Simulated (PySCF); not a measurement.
Computed properties of dihydroxy(methoxymethyl)silane (C₂H₈O₃Si), SMILES COC[SiH](O)O

dihydroxy(methoxymethyl)silane (C2H8O3Si), SMILES [SiH](COC)(O)O. Coordinates come from a B3LYP-D3(BJ)/def2-SVP optimisation. Other conformers were not sampled. All values are computed for the isolated molecule unless a solvent is named; none is compared with measurement here.

**Structure.** All 36 harmonic modes at B3LYP-D3(BJ)/def2-SVP (PySCF) are real, so it is a minimum. With heavy atoms numbered as in [CH3:1][O:2][CH2:3][SiH:4]([OH:5])[OH:6], the shortest bond between them is C1–O2 at 1.404 Å and the longest C3–Si4 at 1.894 Å.

**Vibrations.** The strongest infrared lines (harmonic, unscaled, degenerate partners summed) lie at 961 cm⁻¹ (358 km/mol, H 41 %, O 24 %, Si 22 %, C 13 %), 987 cm⁻¹ (188 km/mol, H 67 %, Si 16 %, O 12 %), 2248 cm⁻¹ (173 km/mol, H 97 %). The softest mode is at 59 cm⁻¹ and the zero-point energy is 67.5 kcal/mol.

**Electronic structure.** CAM-B3LYP/def2-TZVP (PySCF) places the frontier levels at -9.27 and 1.52 eV, a gap of 10.79 eV, and gives a dipole moment of 1.53 D and a mean polarisability of 59.8 bohr³. PBE/def2-TZVP (PySCF) at the same geometry gives -6.20 and -0.29 eV, so its gap is 4.88 eV narrower. An orbital gap is neither the optical nor the fundamental gap.

**Excitations.** TDDFT-B3LYP/def2-SVPD (PySCF) has S1 at 6.71 eV (185 nm, f = 0.007, weak); the most intense of the 10 singlets computed lies at 7.98 eV (f = 0.05). T1 (TDA) is at 6.49 eV. TDDFT-PBE/def2-SVPD (PySCF) puts S1 at 5.82 eV. No vertical singlet excitation falls in the visible range (under 3.1 eV).

**NMR.** GIAO shifts at HF/pcSseg-1 (PySCF) (non-relativistic, atoms alike by connectivity averaged): ¹³C from 57.8 to 59.5 ppm against TMS; ¹H from 2.9 to 4.4 ppm against TMS; ²⁹Si at -25.4 ppm against TMS.

**Solvation.** SMD-ωB97X/def2-SVP (PySCF) gives -7.1 kcal/mol in water, -3.7 kcal/mol in toluene, -8.2 kcal/mol in ethanol (1 M in both phases, gas-phase geometry); of these solvents ethanol holds the molecule best.
